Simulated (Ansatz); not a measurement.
C₂H₇Al₂Cl at its PBE0-D4/def2-TZVP geometry, where that method's forces vanish. Charge 0, multiplicity 1. The bonds changed during the relaxation, so this is another structure than the one it started from.

```tsv
atom	x (Å)	y (Å)	z (Å)
Al1	0.766	-1.397	-0.300
C2	0.510	-0.554	1.421
Al3	0.380	1.070	0.312
C4	-1.328	0.878	-0.760
Cl5	-1.382	-0.896	-1.248
H6	1.298	0.093	-1.005
H7	1.272	-2.714	-1.006
H8	-0.331	-0.848	2.049
H9	1.428	-0.573	2.018
H10	1.035	2.508	0.450
H11	-2.264	1.026	-0.219
H12	-1.384	1.405	-1.712
```

Question: For each bond, give half the difference of the two atoms' forces along it (eV/Å; positive pushes the atoms apart) under PBE-D4, r2SCAN-D4, B3LYP-D4, ωB97M-V in def2-TZVPP. (Estimate.)

Answer: Computed: 
```json
{"bond": "Al1–C2", "length (Å)": "1.933", "PBE-D4": "0.04", "r2SCAN-D4": "0.01", "B3LYP-D4": "0.11", "ωB97M-V": "0.06"}
{"bond": "Al1–Al3", "length (Å)": "2.571", "PBE-D4": "0.09", "r2SCAN-D4": "0.01", "B3LYP-D4": "0.21", "ωB97M-V": "0.20"}
{"bond": "Al1–Cl5", "length (Å)": "2.401", "PBE-D4": "0.08", "r2SCAN-D4": "0.00", "B3LYP-D4": "0.13", "ωB97M-V": "0.09"}
{"bond": "Al1–H6", "length (Å)": "1.732", "PBE-D4": "0.06", "r2SCAN-D4": "-0.01", "B3LYP-D4": "-0.02", "ωB97M-V": "0.01"}
{"bond": "Al1–H7", "length (Å)": "1.578", "PBE-D4": "0.01", "r2SCAN-D4": "-0.02", "B3LYP-D4": "-0.17", "ωB97M-V": "-0.19"}
{"bond": "C2–Al3", "length (Å)": "1.971", "PBE-D4": "0.04", "r2SCAN-D4": "0.00", "B3LYP-D4": "0.11", "ωB97M-V": "0.06"}
{"bond": "C2–H8", "length (Å)": "1.090", "PBE-D4": "0.10", "r2SCAN-D4": "0.01", "B3LYP-D4": "-0.04", "ωB97M-V": "-0.02"}
{"bond": "C2–H9", "length (Å)": "1.096", "PBE-D4": "0.10", "r2SCAN-D4": "0.00", "B3LYP-D4": "-0.07", "ωB97M-V": "-0.04"}
{"bond": "Al3–C4", "length (Å)": "2.026", "PBE-D4": "-0.05", "r2SCAN-D4": "-0.03", "B3LYP-D4": "0.06", "ωB97M-V": "0.06"}
{"bond": "Al3–H10", "length (Å)": "1.586", "PBE-D4": "0.00", "r2SCAN-D4": "-0.02", "B3LYP-D4": "-0.17", "ωB97M-V": "-0.19"}
{"bond": "C4–Cl5", "length (Å)": "1.840", "PBE-D4": "0.19", "r2SCAN-D4": "0.29", "B3LYP-D4": "0.44", "ωB97M-V": "0.20"}
{"bond": "C4–H11", "length (Å)": "1.091", "PBE-D4": "0.14", "r2SCAN-D4": "-0.04", "B3LYP-D4": "-0.13", "ωB97M-V": "-0.10"}
{"bond": "C4–H12", "length (Å)": "1.090", "PBE-D4": "0.13", "r2SCAN-D4": "-0.03", "B3LYP-D4": "-0.12", "ωB97M-V": "-0.10"}
```

B3LYP here is the variant with VWN-RPA as its local correlation; programs differ in this.
